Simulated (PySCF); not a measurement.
Si(F)(Br)(OH)(NH2) (BrFH3NOSi), SMILES N[Si](O)(F)Br.

The structure is a stationary point at PBE0-D3(BJ)/def2-SVP. The structure was generated by enumeration, and PubChem lists no compound with its InChIKey, so it may never have been made. The values are those of a single conformer.

The numbers are results of PBE0/def2-TZVP run with PySCF, not measurements.

Isolated molecule, no solvent.

Task: Estimate the frontier levels, gap, dipole moment and polarisability. (The exact figures need the calculation; the answer reports its results.)

Result: 
* **highest occupied level**: -8.11 eV
* **lowest empty level**: 0.22 eV
* **orbital gap**: 8.33 eV
* **dipole moment**: 3.14 D
* **quadrupole, principal values (traceless, Buckingham form, about the centre of nuclear charge)**: -7.24, 1.93, 5.31 D·Å
* **mean static polarisability**: 51.5 bohr³ (7.63 Å³)
* **polarisability, principal values**: 44.2, 47.8, 62.5 bohr³
